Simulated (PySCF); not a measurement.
Precursor series Ti Cl-OH. Gas-phase values, no solvent. One relaxed conformer stands for each flexible species; it need not be the lowest.

Method: B3LYP-D3(BJ)/def2-TZVP // BP86-D3(BJ)/def2-SVP run with PySCF. B3LYP has the VWN-RPA correlation part, as in Gaussian. 

```tsv
species	HOMO–LUMO gap (eV)	charge on the central atom (meta-Löwdin) (e)	LUMO (eV)	charge on the central atom (Mulliken) (e)
0 of 4 Cl replaced by OH ([Ti(Cl)4])	5.31	1.15	-4.04	1.08
1 of 4 Cl replaced by OH ([Ti(Cl)3(OH)])	5.47	1.24	-3.44	1.26
2 of 4 Cl replaced by OH ([Ti(Cl)2(OH)2])	5.75	1.33	-2.81	1.37
4 of 4 Cl replaced by OH ([Ti(OH)4])	7.17	1.49	-1.57	1.49
```
